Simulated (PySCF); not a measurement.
## [Pb(NH2)3]−: one run

[Pb(NH2)3]− (singlet). PySCF 2.14.0, RKS PBE0, Pb def2-SVP with ECP60, N def2-SVP, H def2-SVP; non-relativistic Hamiltonian with scalar-relativistic core potentials where named; density fitting; no spin-orbit coupling. Purpose: singlet excitations, Tamm-Dancoff PBE0. The geometry is a saddle point of the state and level it was relaxed for.

```python
mol = gto.M(atom='''
Pb     0.45157     1.32199    -0.00000
N     -0.20262    -0.11537     1.70274
H      0.71816    -0.41942     2.05007
H     -0.54420    -0.95878     1.22022
N     -0.20262    -0.11537    -1.70274
H     -0.54420    -0.95878    -1.22022
H      0.71816    -0.41942    -2.05007
N      2.60201     0.63101    -0.00000
H      2.89525    -0.34649     0.00000
H      3.42535     1.23241    -0.00000''',
    basis={'Pb': 'def2-SVP', 'N': 'def2-SVP', 'H': 'def2-SVP'},
    ecp={'Pb': 'def2-SVP'},
    charge=-1, spin=0)
mf = dft.RKS(mol, xc='PBE0')
mf.grids.atom_grid = (50, 194)
mf = mf.density_fit()  # fitting sets: Pb def2-universal-JKFIT, N def2-universal-JKFIT, H def2-universal-JKFIT
mf.conv_tol = 1e-08; mf.max_cycle = 55
mf.kernel(dm0)  # dm0: converged density of the relaxed state
td = mf.TDA(); td.nstates = 8; td.kernel()
```

Run from Python with OMP_NUM_THREADS=2; the lines above give its settings. Where DIIS fails, smearing, a level shift and second-order steps follow.
It took 13 s on 2 threads of AMD EPYC 9R45 96-Core Processor (Zen 5) (shared host), from an already converged density.

Where do the frontier levels lie, over both spins?

HOMO -0.55 eV, LUMO 5.27 eV. 

What does the SCF print?


```
init E= -360.419566666283
cycle= 1 E= -360.420637418201  delta_E= -0.00107  |g|= 0.0365  |ddm|= 0.144
cycle= 2 E= -360.420101382949  delta_E= 0.000536  |g|= 0.0603  |ddm|= 0.0894
cycle= 3 E= -360.420960471708  delta_E= -0.000859  |g|= 0.00144  |ddm|= 0.054
cycle= 4 E= -360.420960507883  delta_E= -3.62e-08  |g|= 0.00146  |ddm|= 0.00302
cycle= 5 E= -360.420961016511  delta_E= -5.09e-07  |g|= 0.000293  |ddm|= 0.00161
cycle= 6 E= -360.420961039859  delta_E= -2.33e-08  |g|= 4.22e-05  |ddm|= 0.000446
cycle= 7 E= -360.420961040322  delta_E= -4.63e-10  |g|= 5.84e-06  |ddm|= 7.36e-05
Extra cycle  E= -360.420961040337  delta_E= -1.51e-11  |g|= 4.91e-06  |ddm|= 2.19e-05
converged SCF energy = -360.420961040337
```

What are the Mulliken charges and spins?


```
atom  charge (e)  spin (e)
 Pb1       0.315     0.000
  N2      -0.532     0.000
  H3       0.059     0.000
  H4       0.047     0.000
  N5      -0.532     0.000
  H6       0.047     0.000
  H7       0.059     0.000
  N8      -0.571     0.000
  H9       0.054     0.000
 H10       0.054     0.000
```

Which singlet excitations follow (Tamm-Dancoff, 8 states)?


```csv
state,eV,oscillator strength
1,4.57,0.0000
2,5.03,0.0002
3,5.12,0.0233
4,5.33,0.0000
5,5.35,0.1259
6,5.68,0.0593
7,5.75,0.0963
8,5.77,0.1583
```
For an anion in a basis without diffuse functions, states above the detachment energy aren't bound: they are resonances at best, or continuum confined by the basis.
Functionals without range separation put charge-transfer states too low; the basis has no diffuse functions.

The geometry was relaxed with B3LYP (Pb def2-SVP with ECP60, N def2-SVP, H def2-SVP).
